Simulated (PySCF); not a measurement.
Species: C₄H₁₂N₂Si₃.
SMILES with atom numbers: `[SiH3:1][N:2]([SiH3:3])[c:4]1[cH:5][cH:6][n:7]([SiH3:8])[cH:9]1` (hydrogens: H10, H11, H12 on Si1; H13, H14, H15 on Si3; H16 on C5; H17 on C6; H18, H19, H20 on Si8; H21 on C9)

The same species was optimised twice, with GFN2-xTB and with PBE0-D3(BJ)/def2-SVP (PySCF), and the same property calculations (PySCF, gas phase) were run on both structures.

```tsv
coordinate	GFN2-xTB	PBE0-D3(BJ)/def2-SVP	change
N7–Si8 (Å)	1.742	1.769	+0.027
C4–C9 (Å)	1.367	1.384	+0.017
Si1–N2 (Å)	1.741	1.756	+0.015
N2–Si3 (Å)	1.743	1.757	+0.014
N2–C4 (Å)	1.394	1.408	+0.014
C5–C6 (Å)	1.360	1.374	+0.014
C4–C5 (Å)	1.423	1.432	+0.009
N7–C9 (Å)	1.377	1.384	+0.007
C6–N7 (Å)	1.368	1.375	+0.007
Si1–N2–Si3 (°)	125.2	123.6	-1.6
C6–N7–Si8 (°)	127.4	126.1	-1.3
C6–N7–C9 (°)	107.0	108.1	+1.1
C4–C9–N7 (°)	109.8	108.9	-0.9
Si3–N2–C4 (°)	117.7	118.5	+0.8
Si1–N2–C4 (°)	117.2	117.8	+0.6
C5–C6–N7 (°)	109.8	109.2	-0.6
N2–C4–C9 (°)	127.4	127.0	-0.4
Si1–N2–C4–C5 (°)	162	162	0
```

Rotational constants: A = 2025, B = 540.0, C = 436.7 MHz (GFN2-xTB) against A = 2002, B = 526.5, C = 426.5 MHz (PBE0-D3(BJ)/def2-SVP). Point groups within 0.08 Å: C1 and C1.

On the GFN2-xTB structure: HOMO (eV) -5.70 [PBE0/pcSseg-1]; LUMO (eV) 0.25 [PBE0/pcSseg-1]; dipole (D) 1.45 [PBE0/pcSseg-1]; GIAO shielding of Si1/Si3 (mean) (ppm) 400.5 [PBE0/pcSseg-1]; GIAO shielding of N2 (ppm) 238.7 [PBE0/pcSseg-1]; GIAO shielding of C4 (ppm) 41.4 [PBE0/pcSseg-1]; GIAO shielding of C5 (ppm) 77.7 [PBE0/pcSseg-1]; GIAO shielding of C6 (ppm) 58.4 [PBE0/pcSseg-1]; GIAO shielding of N7 (ppm) 114.6 [PBE0/pcSseg-1]; GIAO shielding of Si8 (ppm) 400.0 [PBE0/pcSseg-1]; GIAO shielding of C9 (ppm) 75.4 [PBE0/pcSseg-1].

Problem. What do these properties become on the PBE0-D3(BJ)/def2-SVP structure?

Solution. 
```tsv
property	level	on GFN2-xTB	on PBE0-D3(BJ)/def2-SVP	change
HOMO (eV)	PBE0/pcSseg-1	-5.70	-5.78	-0.08
LUMO (eV)	PBE0/pcSseg-1	0.25	0.18	-0.07
dipole (D)	PBE0/pcSseg-1	1.45	1.56	+0.11
energy, GFN2-xTB geometry as zero (kcal/mol)	PBE0/pcSseg-1	0.0	-2.6	-2.6
GIAO shielding of Si1/Si3 (mean) (ppm)	PBE0/pcSseg-1	400.5	399.4	-1.1
GIAO shielding of N2 (ppm)	PBE0/pcSseg-1	238.7	232.6	-6.1
GIAO shielding of C4 (ppm)	PBE0/pcSseg-1	41.4	39.7	-1.7
GIAO shielding of C5 (ppm)	PBE0/pcSseg-1	77.7	74.8	-2.9
GIAO shielding of C6 (ppm)	PBE0/pcSseg-1	58.4	55.3	-3.1
GIAO shielding of N7 (ppm)	PBE0/pcSseg-1	114.6	108.7	-5.9
GIAO shielding of Si8 (ppm)	PBE0/pcSseg-1	400.0	397.2	-2.8
GIAO shielding of C9 (ppm)	PBE0/pcSseg-1	75.4	72.1	-3.3
```

The heavy atoms differ by 0.029 Å rms after alignment. Among bonds between heavy atoms N7–Si8 changes most (+0.027 Å). Changes are differences of the printed values. Neither structure is proved a minimum here.

The values belong to the conformer `[SiH3:1][N:2]([SiH3:3])[c:4]1[cH:5][cH:6][n:7]([SiH3:8])[cH:9]1`: Si1–N2–C4–C5 162°.
